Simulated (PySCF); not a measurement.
**ZrHF + Cl₂ → ZrCl₂ + HF**

Level: PBE0 in the def2-TZVP basis family, computed in PySCF with density fitting; scalar-relativistic core potentials for atoms from Rb on, none lighter, no spin–orbit coupling; open shells unrestricted.

```
species                                     state and structure      E (Eh)  ZPE (kJ/mol)  H(298 K) − H(0) (kJ/mol)  S° (J/(mol K))
   ZrHF  triplet, Cs, Zr–F 1.890 Å, Zr–H 1.862 Å; F–Zr–H 118.4°  -147.40893          16.1                      11.1           268.6
    Cl₂                             singlet, D∞h, Cl–Cl 1.982 Å  -920.08940           3.5                       9.1           222.5
  ZrCl₂       triplet, C2v, Zr–Cl 2.347 Å (×2); Cl–Zr–Cl 143.2°  -967.25563           4.9                      13.8           314.0
     HF                               singlet, C∞v, H–F 0.920 Å  -100.39188          24.9                       8.7           173.6
```

Problem. What is the electronic reaction energy?

Solution. At PBE0/def2-TZVP, ΔE = -391.7 kJ/mol from the differences of the total energies times 2625.5, downhill. Chlorination of this kind underlies dry etching.

Problem. Add zero-point, thermal and entropy terms for 298.15 K and 1 bar.

Solution. ΔZPE = 10.2 and Δ[H(298) − H(0)] = 2.3 kJ/mol give ΔH° = -379.2 kJ/mol. ΔS° = -3.5 J/(mol K), so ΔG° = -379.2 − 298.15 × (-0.0035) = -378 kJ/mol.

Open d or f shells are single determinants, so the state found may not be the ground state. Each species is the lowest minimum found with this bonding; other isomers or fragments can lie lower.
